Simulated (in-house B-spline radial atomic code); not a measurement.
Computed with a B-spline radial atomic code. Model: two electrons, singlet ground state, non-relativistic, full CI in B-splines with partial waves to l = 8 (at full coupling up to 3e-4 hartree above the limit, correlation up to 0.6 % small), density held at that of full coupling by Lieb maximisation.

W(λ) is the mean repulsion in the state of coupling λ less the Hartree energy of the fixed density. Its start is exact exchange, its initial slope is twice the second-order Görling-Levy correlation energy, and its area from 0 to 1 is E_xc. A straight curve means weak, dynamic correlation, and a curve that drops fast and flattens means strong correlation.

Command:
```bash
python run_ac.py task.json out
```
Settings (lengths in bohr, energies in hartree):
```
potential              coulomb
strength               5.99
lmax                   8
wall_radius            0.454
```

Time taken, with all properties: 1.2 s on 1 thread of Intel(R) Xeon(R) Processor @ 2.30GHz, with other jobs on the host.

**W = mean repulsion less Hartree energy, and W of three functionals.**

Given: confinement point charge; nuclear charge 5.99; hard wall radius 0.454 bohr; external potential -Z/r.

Computed: LDA exchange minus exact 718.93 millihartree; SCAN exchange minus exact 19.274 millihartree.

```tsv
coupling	W xc (hartree)	W xc minus exchange (millihartree)	kinetic minus Kohn-Sham (millihartree)	LDA (PW92) W minus its exchange (millihartree)	PBE W minus its exchange (millihartree)	SCAN W minus its exchange (millihartree)
0	-4.925	0	0	0	0	0
0.02	-4.9269	-1.882	0	-15.84	-2.44	-1.91
0.05	-4.9297	-4.697	0.2	-33.98	-6.1	-4.76
0.12	?	?	?	?	?	?
0.25	-4.9483	-23.27	2.9	-121.73	-30.54	-23.31
0.4	-4.962	-36.965	7.3	-173.13	-48.69	-36.84
0.6	-4.9799	-54.922	16.3	-232.47	-72.51	-54.48
0.8	-4.9975	-72.541	28.6	-284.9	-95.86	-71.7
1	-5.0148	-89.831	44.2	-332.42	-118.71	-88.52
1.4	-5.0485	-123.45	84.5	-416.83	-162.93	-121.11
2	-5.0966	-171.61	166.2	-525.12	-225.66	-167.61
3	-5.1713	-246.3	352.4	-674.39	-321.53	-239.58
4.5	-5.2718	-346.82	727.8	-853.38	-448.27	-336.7
7	?	?	?	?	?	?
10	-5.553	-627.99	2712.9	-1289.2	-795.28	-613.86
```

(1) What belongs in the row 0.12?

(2) What belongs in the row 7?

(3) What is the PBE exchange minus exact?

**Energy parts, natural occupations and partial-wave weights.**

Computed: total energy -22.5592 hartree; correlation energy -0.045632 hartree; kinetic part of the DFT correlation energy 0.044199 hartree; kinetic part over minus potential part 0.49203; Hartree energy 9.85 hartree; Kohn-Sham kinetic 61.285 hartree; Lieb Oxford ratio E_xc over LDA exchange 1.1818.

```csv
natural,occupation of the shell (electrons)
s,1.9992
p,0.00063992
s,?
d,3.5086e-05
p,1.0977e-05
f,4.8365e-06
```

(4) What belongs in the row s?

| wave | weight |
| --- | --- |
| s | 0.99965 |
| p | 0.0003258 |
| d | 1.8701e-05 |
| f | ? |
| g | 6.4825e-07 |

(5) What belongs in the row f?

(6) What is the initial slope twice GL2?

(7) What is the exchange energy?

## Answers

(1) W xc (hartree): -4.9362; W xc minus exchange (millihartree): -11.24; kinetic minus Kohn-Sham (millihartree): 0.7; LDA (PW92) W minus its exchange (millihartree): -68.84; PBE W minus its exchange (millihartree): -14.67; SCAN W minus its exchange (millihartree): -11.33.

(2) W xc (hartree): -5.4142; W xc minus exchange (millihartree): -489.16; kinetic minus Kohn-Sham (millihartree): 1540.3; LDA (PW92) W minus its exchange (millihartree): -1082; PBE W minus its exchange (millihartree): -624.7; SCAN W minus its exchange (millihartree): -475.7.

(3) 192.49 millihartree.

(4) occupation of the shell (electrons): 9.5247e-05.

(5) weight: 2.6971e-06.

(6) -0.094241 hartree.

(7) -4.925 hartree.

Half-way to full coupling W has made 51 % of its drop, against 50 % for a straight line, and second-order (GL2) theory, half the initial slope, overshoots the correlation energy by about 3 %: correlation is weak here. Over couplings 0 to 1 the errors in E_xc come to about +572 millihartree for LDA, +178 millihartree for PBE, +20 millihartree for SCAN, so SCAN is nearest. In LDA and PBE the errors of exchange and correlation have opposite signs, so the sum is smaller than the larger of the two.
